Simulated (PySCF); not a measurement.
Ligands exchanged one at a time, Sn F-OCH3. Gas-phase values, no solvent. One relaxed conformer stands for each flexible species; it need not be the lowest. Strings in code marks are SMILES.

All values below come from PBE-D3(BJ)/def2-TZVP // PBE0-D3(BJ)/def2-SVP in PySCF 2.14.0. Excitations are Tamm–Dancoff values on a coarser integration grid. The basis has no diffuse functions, so Rydberg states are missing or too high.

| species | brightest of the four lowest singlets (TDA) (eV) | T1 excitation (TDA) (eV) | S1 excitation (TDA) (eV) | S1 oscillator strength |
|---|---|---|---|---|
| 0 of 4 F replaced by OCH3 (`[F][Sn]([F])([F])[F]`) | – | – | 5.44 | … |
| 1 of 4 F replaced by OCH3 (`C[O][Sn]([F])([F])[F]`) | 4.67 | 3.15 | 3.49 | 0.004 |
| 2 of 4 F replaced by OCH3 (`C[O][Sn]([O]C)([F])[F]` (C–O–Sn–F torsion 56°, F–Sn–O–C torsion -58°)) | 4.74 | … | … | 0.000 |
| 3 of 4 F replaced by OCH3 | 4.75 | 3.43 | 3.75 | … |
| 4 of 4 F replaced by OCH3 (`C[O][Sn]([O]C)([O]C)[O]C`) | – | – | 3.79 | 0.000 |

Question: Some entries are withheld; supply them.

Answer: 
- 0 of 4 F replaced by OCH3 (`[F][Sn]([F])([F])[F]`), S1 oscillator strength: 0.000
- 2 of 4 F replaced by OCH3 (`C[O][Sn]([O]C)([F])[F]` (C–O–Sn–F torsion 56°, F–Sn–O–C torsion -58°)), T1 excitation (TDA) (eV): 3.27
- 2 of 4 F replaced by OCH3 (`C[O][Sn]([O]C)([F])[F]` (C–O–Sn–F torsion 56°, F–Sn–O–C torsion -58°)), S1 excitation (TDA) (eV): 3.57
- 3 of 4 F replaced by OCH3, S1 oscillator strength: 0.006
